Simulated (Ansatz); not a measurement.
# Redistribution: CH2ClF + C4H9FO → CH3Cl + C4H8F2O

Species: CH2ClF (chlorofluoromethane) `FCCl`, singlet; C4H9FO `COCCCF`, singlet; CH3Cl (chloromethane) `CCl`, singlet; C4H8F2O `FCCCOCF`, singlet. The partners trade F for H; both sit on C, so the bond types are kept.

Shapes, held fixed at every level: PBE0-D4/def2-TZVP. Flexible molecules stand in one conformer, not always the lowest. Programs: Ansatz 0.2.0. Electronic energies: no zero-point or thermal term.

| level | kind | ΔE (kJ/mol) | less CCSD(T)/CBS estimate |
| --- | --- | --- | --- |
| HF/def2-TZVPP | Hartree–Fock | -38.5 | +0.7 |
| PBE-D4/def2-TZVPP | GGA | -36.2 | +3.0 |
| r2SCAN-D4/def2-TZVPP | meta-GGA | -38.1 | +1.1 |
| PBE0-D4/def2-TZVPP | global hybrid | -37.6 | +1.6 |
| wB97M-V/def2-TZVPP | range-separated hybrid | -39.6 | -0.4 |
| wB97X-V/def2-TZVPP | range-separated hybrid | -39.9 | -0.7 |
| CCSD/def2-TZVPP | coupled cluster or CI | -39.2 | 0.0 |
| CCSD(T)/CBS estimate | coupled cluster or CI | -39.2 | 0.0 |

The highest level, CCSD(T)/CBS estimate, gives ΔE = -39.2 kJ/mol; the levels span -39.9 to -36.2. The column of differences is taken from that level and isn't an error. No measured value is set beside it here. The CBS estimate extrapolates MP2 from def2-TZVPP and def2-QZVPP and adds CCSD(T) − MP2 in the triple-zeta set, cores frozen.
